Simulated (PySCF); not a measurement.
PySCF input for CH7ClFNSi2, SMILES C[Si@](F)(Cl)N[SiH3], TDA-ωB97X/def2-SVPD. Coordinates come from a PBE0-D3(BJ)/def2-SVP optimisation. The structure was generated by enumeration; whether it is a known compound was not checked. One conformer was computed; it need not be the lowest.

```python
import numpy as np
from pyscf import gto, scf, dft, tdscf

mol = gto.M(
    atom='''
    C     1.74806825   -0.69755422   -0.78396538
    Si    0.46389263    0.30684222    0.08209405
    F     0.55798746    1.82651295   -0.48387900
    Cl    0.86549316    0.45609073    2.10078982
    N    -1.12948682   -0.30733976   -0.06365342
    Si   -1.91194008   -1.09685702   -1.41118141
    H     1.75928870   -1.72913135   -0.40287658
    H     2.74089448   -0.25317981   -0.61998590
    H     1.56125942   -0.72594466   -1.86816060
    H    -1.72704839   -0.09587182    0.73301913
    H    -0.88949357   -1.24930079   -2.48614972
    H    -2.42820084   -2.44567903   -1.02646004
    H    -3.06130812   -0.29614075   -1.93131296
    ''',
    basis='def2-SVPD',
    charge=0,
    spin=0,
    max_memory=1600,
    verbose=4,
)
mf = dft.RKS(mol, xc='wb97x').density_fit(auxbasis='def2-universal-jkfit')
mf.grids.level = 3
mf.conv_tol = 1e-9
mf.max_cycle = 100
mf.kernel()
mf.grids = dft.Grids(mol).set(level=1).build(with_non0tab=True)  # coarser grid for the response kernel
td = tdscf.TDA(mf)
td.singlet = True
td.nstates = 10
td.conv_tol = 1e-4
td.positive_eig_threshold = 1e-6
td.kernel(x0=td.get_init_guess(mf, 15))
td.analyze()
tt = tdscf.TDA(mf)
tt.singlet = False
tt.nstates = 4
tt.conv_tol = 1e-4
tt.positive_eig_threshold = 1e-6
tt.kernel(x0=tt.get_init_guess(mf, 9))
tt.analyze(verbose=3)
```

Output:

```
PySCF version 2.14.0

[INPUT] verbose = 4
[INPUT] num. atoms = 13
[INPUT] num. electrons = 74
[INPUT] charge = 0
[INPUT] spin (= nelec alpha-beta = 2S) = 0
[INPUT] symmetry False subgroup None
[INPUT] Mole.unit = angstrom
[INPUT] Symbol           X                Y                Z      unit          X                Y                Z       unit  Magmom
[INPUT]  1 C      1.748068250000  -0.697554220000  -0.783965380000 AA    3.303370239548  -1.318186432835  -1.481479859341 Bohr   0.0
[INPUT]  2 Si     0.463892630000   0.306842220000   0.082094050000 AA    0.876630021904   0.579847759254   0.155135270956 Bohr   0.0
[INPUT]  3 F      0.557987460000   1.826512950000  -0.483879000000 AA    1.054443480342   3.451609238471  -0.914398787428 Bohr   0.0
[INPUT]  4 Cl     0.865493160000   0.456090730000   2.100789820000 AA    1.635545035084   0.861886567653   3.969917405074 Bohr   0.0
[INPUT]  5 N     -1.129486820000  -0.307339760000  -0.063653420000 AA   -2.134420751106  -0.580787973590  -0.120287530692 Bohr   0.0
[INPUT]  6 Si    -1.911940080000  -1.096857020000  -1.411181410000 AA   -3.613043117779  -2.072759365607  -2.666746376978 Bohr   0.0
[INPUT]  7 H      1.759288700000  -1.729131350000  -0.402876580000 AA    3.324573817042  -3.267584684899  -0.761326398201 Bohr   0.0
[INPUT]  8 H      2.740894480000  -0.253179810000  -0.619985900000 AA    5.179539903532  -0.478440501169  -1.171603552092 Bohr   0.0
[INPUT]  9 H      1.561259420000  -0.725944660000  -1.868160600000 AA    2.950352713197  -1.371836588991  -3.530311890703 Bohr   0.0
[INPUT] 10 H     -1.727048390000  -0.095871820000   0.733019130000 AA   -3.263648460971  -0.181171482864   1.385205399767 Bohr   0.0
[INPUT] 11 H     -0.889493570000  -1.249300790000  -2.486149720000 AA   -1.680899236862  -2.360836340303  -4.698142075464 Bohr   0.0
[INPUT] 12 H     -2.428200840000  -2.445679030000  -1.026460040000 AA   -4.588634563039  -4.621663555292  -1.939728353410 Bohr   0.0
[INPUT] 13 H     -3.061308120000  -0.296140750000  -1.931312960000 AA   -5.785033929707  -0.559624911823  -3.649652555223 Bohr   0.0

nuclear repulsion = 461.769351588546
number of shells = 84
number of NR pGTOs = 292
number of NR cGTOs = 194
basis = def2-SVPD
ecp = {}


[settings echo left out]
init E= -1236.04149097209
  HOMO = -0.322071873034447  LUMO = 0.00493626831216121  gap/eV = 8.89834
cycle= 1 E= -1235.68907082072  delta_E= 0.352  |g|= 0.628  |ddm|= 4.45
  HOMO = -0.36037623627725  LUMO = 0.0561624187239547  gap/eV = 11.33459
cycle= 2 E= -1235.71350192035  delta_E= -0.0244  |g|= 0.617  |ddm|= 1.55
  HOMO = -0.39262419906356  LUMO = 0.0596096621405859  gap/eV = 12.30591
cycle= 3 E= -1235.77576345459  delta_E= -0.0623  |g|= 0.068  |ddm|= 0.522
  HOMO = -0.38934983033679  LUMO = 0.0639077440373841  gap/eV = 12.33377
cycle= 4 E= -1235.77668923542  delta_E= -0.000926  |g|= 0.0262  |ddm|= 0.14
  HOMO = -0.386285940396681  LUMO = 0.0649666737192098  gap/eV = 12.27921
cycle= 5 E= -1235.77685515078  delta_E= -0.000166  |g|= 0.0072  |ddm|= 0.059
  HOMO = -0.387930352616151  LUMO = 0.0646128920964664  gap/eV = 12.31433
cycle= 6 E= -1235.77686709165  delta_E= -1.19e-05  |g|= 0.0022  |ddm|= 0.0129
  HOMO = -0.387608830546621  LUMO = 0.0646462898657743  gap/eV = 12.30649
cycle= 7 E= -1235.77686855733  delta_E= -1.47e-06  |g|= 0.000494  |ddm|= 0.00476
  HOMO = -0.38763180887419  LUMO = 0.0646552732066197  gap/eV = 12.30736
cycle= 8 E= -1235.77686866722  delta_E= -1.1e-07  |g|= 9.75e-05  |ddm|= 0.00177
  HOMO = -0.387628068669081  LUMO = 0.0646542665253715  gap/eV = 12.30723
cycle= 9 E= -1235.77686867388  delta_E= -6.66e-09  |g|= 2.77e-05  |ddm|= 0.000497
  HOMO = -0.387629466648999  LUMO = 0.064653988953761  gap/eV = 12.30726
cycle= 10 E= -1235.77686867431  delta_E= -4.28e-10  |g|= 6.24e-06  |ddm|= 0.000128
  HOMO = -0.387629138981896  LUMO = 0.0646539964812689  gap/eV = 12.30725
Extra cycle  E= -1235.77686867433  delta_E= -1.96e-11  |g|= 3.51e-06  |ddm|= 2.66e-05
converged SCF energy = -1235.77686867433
tot grids = 52048
Overwritten attributes  positive_eig_threshold  of <class 'pyscf.tdscf.rks.TDA'>


******** <class 'pyscf.tdscf.rks.TDA'> for <class 'pyscf.df.df_jk.DFRKS'> ********
nstates = 10 singlet
deg_eia_thresh = 1.000e-03
wfnsym = None
conv_tol = 0.0001
eigh lindep = 1e-12
eigh level_shift = 0
eigh max_cycle = 100


Excitation energies (eV)
[7.1562836  8.10949815 8.3171385  8.69366022 8.75427357 8.87789773
 8.90196988 9.06207141 9.32646978 9.42779706]

** Singlet excitation energies and oscillator strengths **
Excited State   1:      7.15628 eV    173.25 nm  f=0.0057
      37 -> 38       -0.63588
      37 -> 39        0.14464
      37 -> 40        0.20647
Excited State   2:      8.10950 eV    152.89 nm  f=0.0202
      37 -> 39        0.41728
      37 -> 41        0.40589
      37 -> 42       -0.18145
      37 -> 44        0.15058
      37 -> 48        0.15503
Excited State   3:      8.31714 eV    149.07 nm  f=0.0007
      37 -> 39        0.30467
      37 -> 40       -0.26091
      37 -> 41       -0.48032
      37 -> 44        0.18521
Excited State   4:      8.69366 eV    142.61 nm  f=0.0333
      37 -> 39        0.21179
      37 -> 40        0.14753
      37 -> 42        0.52425
      37 -> 43        0.29982
Excited State   5:      8.75427 eV    141.63 nm  f=0.0724
      34 -> 38        0.11793
      35 -> 38       -0.10076
      35 -> 39        0.10747
      35 -> 40       -0.11053
      37 -> 38       -0.17420
      37 -> 39       -0.23756
      37 -> 40       -0.32363
      37 -> 41        0.14140
      37 -> 42        0.22017
      37 -> 44        0.30090
      37 -> 48        0.14133
Excited State   6:      8.87790 eV    139.65 nm  f=0.0317
      32 -> 38        0.14076
      34 -> 38       -0.36402
      34 -> 39        0.13256
      34 -> 40        0.14798
      35 -> 38        0.15153
      36 -> 38        0.24058
      37 -> 39       -0.17651
      37 -> 43        0.17990
      37 -> 44        0.22890
      37 -> 45        0.12650
Excited State   7:      8.90197 eV    139.28 nm  f=0.0175
      32 -> 38        0.18090
      34 -> 38        0.32242
      34 -> 39       -0.12281
      34 -> 40       -0.11124
      35 -> 38        0.16257
      35 -> 40        0.14602
      36 -> 38       -0.11293
      37 -> 39       -0.12518
      37 -> 40        0.15114
      37 -> 41       -0.10109
      37 -> 42       -0.18359
      37 -> 43        0.20683
      37 -> 44        0.18353
      37 -> 45        0.13197
Excited State   8:      9.06207 eV    136.82 nm  f=0.0956
      34 -> 38       -0.23329
      34 -> 39        0.12333
      36 -> 38       -0.29810
      36 -> 39        0.13953
      36 -> 40       -0.40408
      36 -> 41        0.17465
      36 -> 43       -0.17463
      36 -> 50       -0.11794
Excited State   9:      9.32647 eV    132.94 nm  f=0.0402
      32 -> 38        0.19331
      32 -> 39       -0.10568
      35 -> 38       -0.23296
      35 -> 39        0.11145
      35 -> 40       -0.33123
      35 -> 41        0.12952
      35 -> 43       -0.16026
      37 -> 43        0.17562
      37 -> 44       -0.13430
      37 -> 46       -0.15989
      37 -> 47       -0.11278
      37 -> 48       -0.19047
Excited State  10:      9.42780 eV    131.51 nm  f=0.0644
      32 -> 38       -0.16413
      33 -> 38        0.19440
      35 -> 40        0.14467
      36 -> 38       -0.38159
      36 -> 39       -0.10748
      36 -> 40        0.11251
      36 -> 41       -0.17632
      36 -> 44       -0.19880
      36 -> 45       -0.10948
      37 -> 43        0.15559

** Transition electric dipole moments (AU) **
state          X           Y           Z        Dip. S.      Osc.
  1         0.0987     -0.1360      0.0640      0.0323      0.0057
  2         0.1579     -0.2203      0.1675      0.1015      0.0202
  3        -0.0315     -0.0492      0.0124      0.0036      0.0007
  4         0.3373      0.0059      0.2063      0.1564      0.0333
  5         0.4102      0.4090      0.0472      0.3378      0.0724
  6        -0.0966      0.3503     -0.1178      0.1459      0.0317
  7        -0.2534      0.1220     -0.0346      0.0803      0.0175
  8         0.5249     -0.2817     -0.2756      0.4308      0.0956
  9        -0.1601      0.3405     -0.1856      0.1760      0.0402
 10         0.2203     -0.4791      0.0261      0.2787      0.0644

** Transition velocity dipole moments (imaginary part, AU) **
state          X           Y           Z        Dip. S.      Osc.
  1         0.0261     -0.0412      0.0153      0.0026      0.0066
  2         0.0416     -0.0543      0.0547      0.0077      0.0172
  3        -0.0058     -0.0158      0.0166      0.0006      0.0012
  4         0.0999     -0.0233      0.0410      0.0122      0.0255
  5         0.1281      0.1456     -0.0087      0.0377      0.0781
  6        -0.0602      0.1120     -0.0183      0.0165      0.0337
  7        -0.0643      0.0220     -0.0303      0.0055      0.0113
  8         0.1847     -0.0973     -0.0647      0.0478      0.0957
  9        -0.0289      0.1166     -0.0707      0.0194      0.0378
 10         0.0483     -0.1478     -0.0139      0.0244      0.0469

** Transition magnetic dipole moments (imaginary part, AU) **
state          X           Y           Z
  1        -0.8604     -0.2254      0.1109
  2         0.0430     -0.2865     -0.4636
  3        -0.0431      0.1343      0.7450
  4        -0.1992      0.6289     -0.1606
  5         0.1379     -0.5364      0.5507
  6        -1.1085      1.9913      0.0205
  7        -0.9079     -0.9726      1.4927
  8        -0.6425     -0.5810      0.3471
  9         0.4291     -0.2579      0.2409
 10         0.3564      0.0410     -0.3026


******** <class 'pyscf.tdscf.rks.TDA'> for <class 'pyscf.df.df_jk.DFRKS'> ********
nstates = 4 triplet
deg_eia_thresh = 1.000e-03
wfnsym = None
conv_tol = 0.0001
eigh lindep = 1e-12
eigh level_shift = 0
eigh max_cycle = 100


Excitation energies (eV)
[6.83874191 7.86115257 8.10055773 8.2444758 ]

** Triplet excitation energies and oscillator strengths **
Excited State   1:      6.83874 eV    181.30 nm  f=0.0000
Excited State   2:      7.86115 eV    157.72 nm  f=0.0000
Excited State   3:      8.10056 eV    153.06 nm  f=0.0000
Excited State   4:      8.24448 eV    150.38 nm  f=0.0000
```

The calculation finished and met its thresholds.

Cost: very roughly 9 core-minutes.
